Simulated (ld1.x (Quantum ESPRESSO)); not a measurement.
## Ga (Z = 31): TM pseudisation with PBE, scalar-relativistic reference atom.

ld1.x (Quantum ESPRESSO) 7.5 input, shortened:

```
&input
   title='Ga', zed=31., rel=1, dft='PBE', iswitch=3,
   config='[Ar] 3d10 4s1 4p2'
 /
 &inputp
   pseudotype=2, tm=.true., lloc=1,
   nlcc=.false.
 /
2
4S  1  0   1.00   0.00  1.30  1.30  0.0
4P  2  1   2.00   0.00  2.80  2.80  0.0
 &test
   configts(1)='4s1 4p2'
 /
```

Poles of the logarithmic derivatives, all-electron (AE) and pseudo (PS). s: poles at -0.2, 5.0 (AE) and -0.2 (PS) Ry. p: poles at 0.7 (AE) and 0.7 (PS) Ry. Test radius 3.03 bohr.

- Cutoffs needed: 40 Ry and 90 Ry (the cutoffs (Ry, on a coarse ladder) from which the occupation-weighted sum of valence levels, in a spherical-Bessel basis at the reference potential, stays within 10 and 1 mRy of its value at 400 Ry)
- Ghost test: ghost state, extra bound levels that the all-electron valence spectrum of the same l lacks: s at -298.4 eV; a true bound ghost makes a file unfit for plane-wave use (spherical-Bessel basis up to 400 Ry, 20 bohr box)
- Largest excitation error: +64 meV (all-electron minus pseudo) for 4s0 4p3, out of 7 test configurations
